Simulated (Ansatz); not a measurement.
`C[O][GeH2][GaH2]` + HI → `C[O][GeH2][I]` + `[GaH3]` at 400 K and 1 bar (cleavage of the Ge–Ga bond).

Calculated with Ansatz (gas phase, PBE0-D4/def2-TZVP geometries, no zero-point term in ΔE). CCSD(T)/CBS adds triple-zeta CCSD(T) − MP2 to the extrapolated MP2 energy (def2 sets, frozen cores). def2 core potentials past Kr. For Ga, Ge, I outer-core shells are correlated without core-valence functions, which leaves a few kJ/mol of doubt a bond. Scalar relativity is left out up to krypton. One conformer a species, not always the lowest.

```json
{"species": "`C[O][GeH2][GaH2]`", "CCSD(T)/CBS energy (Eh)": "-4117.47402", "H − E (kJ/mol)": "222.8", "S (J/(mol·K))": "420.6"}
{"species": "HI", "CCSD(T)/CBS energy (Eh)": "-298.03592", "H − E (kJ/mol)": "25.7", "S (J/(mol·K))": "215.0"}
{"species": "`C[O][GeH2][I]`", "CCSD(T)/CBS energy (Eh)": "-2489.82326", "H − E (kJ/mol)": "183.8", "S (J/(mol·K))": "401.8"}
{"species": "`[GaH3]`", "CCSD(T)/CBS energy (Eh)": "-1925.70545", "H − E (kJ/mol)": "64.2", "S (J/(mol·K))": "231.8"}
```

H − E and S are ideal-gas, rigid-rotor, harmonic terms from PBE0-D4/def2-TZVP, for one conformer and one mirror image of each species. 1 Eh = 2625.50 kJ/mol, R = 8.31446 J/(mol·K).

Problem. By hand: ΔE, ΔH, ΔS and ΔG.

Solution. ΔE = (-2489.82326) + (-1925.70545) − (-4117.47402) − (-298.03592) = -0.01877 Eh = -49.3 kJ/mol. Δ(H − E) = 183.8 + 64.2 − 222.8 − 25.7 = -0.5, so ΔH = -49.8 kJ/mol. ΔS = 401.8 + 231.8 − 420.6 − 215.0 = -2.0 J/(mol·K). ΔG = -49.8 − 400 × (-2.0)/1000 = -49.0 kJ/mol.

Problem. By hand: the equilibrium constant, and the temperature at which ΔG would vanish if ΔH and ΔS stayed fixed.

Solution. log₁₀ K = −ΔG/(RT ln 10) = 6.4. ΔG = 0 at ΔH/ΔS = 24900 K, far beyond where these terms or the molecules hold.

The number of gas molecules stays the same, so ΔS is small and ΔH decides. A doubt of 5 kJ/mol in ΔE shifts log₁₀ K by 0.7 here. Other conformers and mirror images would add mixing entropy, several J/(mol·K) or more a flexible species. Modes under 60 cm⁻¹, often nearly free rotors, make the harmonic entropy too high. These are equilibria of isolated gas molecules and say nothing of rates. Largest T1 diagnostic: 0.013 (customary marks: 0.02 for closed shells, 0.045 for open ones).
